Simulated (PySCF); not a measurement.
## 19F chemical shifts

Level of theory: GIAO PBE0/pcSseg-1 shieldings, structure optimised with GFN2-xTB, in PySCF 2.14.0 with density-fitted response routines (no solvent model, averaged over atoms made equivalent by symmetry, fast rotation or ring inversion, non-relativistic Hamiltonian, one conformer).

Shieldings were converted by a linear fit to measured shifts: 19F (scatter 6.0 ppm rms, 7.0 ppm with the 5 outliers that the fit left out vs CFCl3, solution or neat liquid, with a term for F on sp3 carbon). A few per cent of atoms miss by over 2 rms, more outside the fitted compound classes.

Q: Give the 19F shifts of `O=C(Cl)c1cccc(F)c1`.

A: 
```json
{"compound": "O=C(Cl)c1cccc(F)c1", "environment": "aryl fluorine", "δ (ppm)": "-109.7"}
```

Q: Match the shifts 8.4, -72.7, -103.4, -116.8 ppm to `COc1cnn(CC(F)(F)F)n1`, `C#Cc1cc(F)cc2c1CC=C2`, `O=C(Cl)c1ccccc1F`, `O=C(F)c1ccc(Cl)cc1`.

A: 8.4: O=C(F)c1ccc(Cl)cc1 (fluorine bonded to C); -72.7: COc1cnn(CC(F)(F)F)n1 (fluorine of a CF3 group); -103.4: O=C(Cl)c1ccccc1F (aryl fluorine); -116.8: C#Cc1cc(F)cc2c1CC=C2 (aryl fluorine).
